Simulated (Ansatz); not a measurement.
Isomers of CH4FNOSi, relaxed with PBE0-D4/def2-TZVP in Ansatz; electronic energies, one conformer each and not always the lowest. Functionals use def2-TZVPP; CBS adds triple-zeta CCSD(T) − MP2 to the MP2 limit of def2-TZVPP and def2-QZVPP.

(1) Order them by energy at frozen-core CCSD(T)/CBS, lowest first. (Estimate.)
A. `O/C(F)=N/[SiH3]`
B. `N[Si]1(F)CO1`
C. `OC1(F)N[SiH2]1`
D. `F[SiH]1NCO1`
E. `N=C(F)O[SiH3]`
F. `NC1(F)O[SiH2]1`
G. `FC1N[SiH2]O1`

(2) How do PBE-D4, B3LYP, MP2/CBS(def2), B2PLYP place them (kcal/mol, against `F[SiH]1NCO1`)? (Estimate.)

Results:

(1) D (0.0 kcal/mol), B (6.4 kcal/mol), G (45.2 kcal/mol), E (58.7 kcal/mol), A (62.6 kcal/mol), F (81.5 kcal/mol), C (94.6 kcal/mol).

(2) The calculation gave: 
| isomer | PBE-D4 | B3LYP | MP2/CBS(def2) | B2PLYP |
| --- | --- | --- | --- | --- |
| `O/C(F)=N/[SiH3]` | 53.0 | 54.8 | 65.6 | 58.0 |
| `N=C(F)O[SiH3]` | 51.2 | 51.9 | 62.5 | 54.8 |
| `OC1(F)N[SiH2]1` | 83.3 | 90.1 | 97.5 | 93.2 |
| `NC1(F)O[SiH2]1` | 70.9 | 77.0 | 84.1 | 79.7 |
| `N[Si]1(F)CO1` | 5.2 | 5.6 | 5.9 | 6.1 |
| `FC1N[SiH2]O1` | 40.8 | 43.2 | 47.0 | 44.4 |

B3LYP here is the variant with VWN-RPA as its local correlation; programs differ in this.
